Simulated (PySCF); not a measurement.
A structure optimised at PBE-D3(BJ)/def2-SVP, used in a PySCF frequency run:

```
C
C 1 1.3597
H 2 1.0991 1 122.13
C 1 1.4117 2 126.40 3 180.00
C 4 1.2264 2 154.91 3 180.00
H 5 1.0812 2 162.71 3 180.00
Cl 2 1.7220 3 115.38 1 180.00
Br 1 1.9190 2 117.49 3 0.00
```
Charge 0, spin multiplicity 1.

Q: Write its SMILES, formula and point group.

A: C#C/C(Br)=C\Cl, C4H2BrCl, Cs

Q: What are its rotational constants (standard atomic weights)?

A: 3.0447, 0.96273, 0.73144 GHz
